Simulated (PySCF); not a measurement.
# Deuteron quadrupole couplings in `C=C1C=C(F)/C1=C\CC`

Species: C8H9F.
Atom-mapped SMILES: `[CH2:1]=[C:2]1[CH:3]=[C:4]([F:5])/[C:6]1=[CH:7]\[CH2:8][CH3:9]` (hydrogens: H10, H11 on C1; H12 on C3; H13 on C7; H14, H15 on C8; H16, H17, H18 on C9)

Structure used (GFN2-xTB), in Å, numbered top down from 1:
```
atom  x, y, z in Å
C1     2.8223    1.2027   -0.0620
C2     2.0742    0.1289    0.1115
C3     2.2881   -1.2521    0.5886
C4     0.9885   -1.5492    0.3875
F5     0.2641   -2.6540    0.5636
C6     0.6308   -0.2129   -0.1029
C7    -0.4544    0.4105   -0.5374
C8    -1.8103   -0.2109   -0.6285
C9    -2.7995    0.5079    0.2900
H10    3.8741    1.1995    0.1679
H11    2.4059    2.1195   -0.4414
H12    3.1453   -1.7855    0.9474
H13   -0.3811    1.4492   -0.8316
H14   -2.1658   -0.1384   -1.6607
H15   -1.7592   -1.2665   -0.3598
H16   -3.7919    0.0749    0.1905
H17   -2.4842    0.4179    1.3271
H18   -2.8556    1.5650    0.0386
```

Level: PBE0/pcSseg-1 (PySCF, non-relativistic); Q(2H) = 0.00286 b; rigid geometry, the same for H and D, with no vibrational averaging.

Problem. Rank these positions by the coupling χzz of a deuteron there, largest first.
A. H17 (methyl hydrogen)
B. H13 (vinylic hydrogen)
C. H12 (vinylic hydrogen)
D. H15 (methylene hydrogen)
E. H11 (vinylic hydrogen)

Solution. C (234 kHz), E (229 kHz), B (218 kHz), A (211 kHz), D (203 kHz).

Problem. Give the electric field gradient Vzz (the principal value of largest size), its asymmetry and the 2H coupling at each hydrogen.

Solution. 
```
atom  bonded to  bond length (Å)  Vzz (au)     η  χzz (kHz)
 H10         C1            1.077    0.3394  0.06        228
 H11         C1            1.076    0.3406  0.06        229
 H12         C3            1.071    0.3482  0.05        234
 H13         C7            1.082    0.3246  0.06        218
 H14         C8            1.094    0.3005  0.01        202
 H15         C8            1.090    0.3021  0.03        203
 H16         C9            1.087    0.3161  0.02        212
 H17         C9            1.088    0.3132  0.02        211
 H18         C9            1.088    0.3141  0.03        211
```

Problem. How does χzz go with the bond length over the 9 C–H bonds?

Solution. A straight-line fit has a slope of -15.1 kHz for each 0.01 Å, with a correlation coefficient of -0.99, over lengths from 1.071 to 1.094 Å. The longer bonds have the smaller couplings here.

Problem. A static deuteron (I = 1) shows a doublet split by (3/2)χ, (3/4)χ(1 + η) and (3/4)χ(1 − η) with the field along z, y and x of the gradient. What are these for H13?

Solution. With |χ| = 218.1 kHz and η = 0.061: 327, 174 and 154 kHz, to first order and without motion.

The structure is a single GFN2-xTB conformer in the gas phase; no vibrational or solvent corrections. GFN2-xTB bond lengths can be off by several hundredths of an ångström, more for odd bonds, and the gradients follow them. These gradients aren't converged with respect to the basis.

These values come from a run that also computed NMR shieldings. Time: 25 s; peak memory 0.86 GiB. Hardware: one thread, Arm Neoverse V2 (aarch64), shared host with 32 logical CPUs at a one-minute load of 10.
